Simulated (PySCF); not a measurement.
# Dipole response of Sc²⁺ (scandium, charge +2)

[Ar] 3d1, 2D determinant. All numbers are calculated (PySCF 2.14, the non-relativistic Hamiltonian (point nucleus), in aug-cc-pVDZ (7s6p4d2f, 59 functions)). Coupled (time-dependent) response in atomic units; α is the mean over directions. A double-zeta set is small for polarisabilities.

| method | mean α (bohr³) | α xx, yy, zz | C₆ (like pair) | S(−4) |
| --- | --- | --- | --- | --- |
| M06 | 4.915 | 5.828, 5.828, 3.090 | 13.20 | 38.98 |

S(−4) is the Cauchy moment in α(ω) = α(0) + S(−4) ω² + …

α(iu) at M06:

```tsv
u (hartree)	α(iu) (bohr³)
0	4.915
0.0500	4.823
0.100	4.594
0.200	4.053
0.300	3.617
0.500	3.004
0.750	2.448
1.00	2.008
1.50	1.369
2.00	0.9608
3.00	0.5259
5.00	0.2189
```

A single London oscillator, α(iu) = α/(1 + u²/ω²), gives C₆ = (3/4) ω α². Matching the computed C₆ needs ω = 4 × 13.20 / (3 × 4.915²) = 0.729 hartree.

For an ion, C₆ is the dispersion term alone; charge-induced terms of lower order in 1/R come first.

The components differ because the open shell of this determinant is not spherical; for a pure term their mean is the scalar polarisability.
